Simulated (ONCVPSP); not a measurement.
# Building the ONCV potential for Ti (Z = 22) (PBEsol, fully relativistic).

titanium, optimised norm-conserving Vanderbilt (ONCV), made with ONCVPSP 4.0.1 (PBEsol, fully relativistic). Core [Ne], reference 3s2 3p6 3d2 4s2. Waves: 3s+4s: rc 1.60 bohr, ncon 4, nbas 9, qcut 6 1/bohr, 2 projectors; 3p: rc 1.20 bohr, ncon 4, nbas 7, qcut 5.8 1/bohr, 2 projectors, debl 2.8 Ha; 3d: rc 2.50 bohr, ncon 4, nbas 8, qcut 6.4 1/bohr, 2 projectors, debl 1.8 Ha. Local part: polynomial inside 1.10 bohr (lpopt 5, dvloc0 0 Ha). Core correction: polynomial model core, fcfact 0.35.

Open shells are filled in proportion to 2j + 1.

All-electron outer shells of the reference configuration (PBEsol, scalar-relativistic, ld1.x):

| shell | level (eV) | outermost node (bohr) | outermost maximum (bohr) |
| --- | --- | --- | --- |
| 2p | -443.92 | – | 0.22 |
| 3s | -62.45 | 0.40 | 0.87 |
| 3p | -38.77 | 0.37 | 0.90 |
| 4s | -4.48 | 1.24 | 2.92 |
| 3d | -4.27 | – | 0.98 |

Problem. Does the generator finish with these settings?

Solution. Yes, a potential is produced and its reference levels are reproduced.

Problem. Estimate the cutoffs (Ha) at which the residual kinetic energy of the hardest occupied pseudo-wave falls to 1 and 0.1 mHa per electron.

Solution. 19 Ha and 38 Ha.

Problem. What does a ghost test show?

Solution. No bound ghost flagged; no localised positive-energy state flagged.

Problem. Which valence shell sets the plane-wave cutoff?

Solution. 3p: 19 Ha for 1 mHa per electron, against 15 Ha for 3d.

Problem. Tests: 3s2 3p6 3d2 4s1; 3s2 3p6 3d2 4s0; 3s2 3p6 3d1 4s0; 3s2 3p6 3d2 4s1.5. Which has the largest error in its energy relative to the reference configuration, and how large is it?

Solution. 3s2 3p6 3d1 4s0, with +245 meV (all-electron minus pseudo) on +47.73 eV.
